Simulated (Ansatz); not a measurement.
Program: Ansatz. Geometries: PBE0-D4/def2-TZVP. ΔE: electronic, gas phase. CCSD(T)/CBS is the MP2 limit (def2-TZVPP, def2-QZVPP) plus CCSD(T) − MP2 in def2-TZVPP, frozen cores. This one scheme is used for every species. For Se outer-core shells are correlated without core-valence functions, which leaves a few kJ/mol of doubt a bond. Scalar relativity is left out up to krypton. One conformer a species, not always the lowest.

`O[Si](O)(F)CF` + H₂Se → `O[Si](O)(F)[SeH]` + fluoromethane  (ligand exchange at the Si–C bond)

```csv
species,MP2/CBS(def2) energy (Eh)
`O[Si](O)(F)CF`,-679.58941
H₂Se,-2401.87424
`O[Si](O)(F)[SeH]`,-2941.88975
`CF`,-139.60487
```

Q: Work out ΔE.

A: ΔE = (-2941.88975) + (-139.60487) − (-679.58941) − (-2401.87424) = -0.03097 Eh = -0.84 eV. CCSD(T)/CBS gives -0.76 eV.

Largest T1 diagnostic among the species: 0.011.
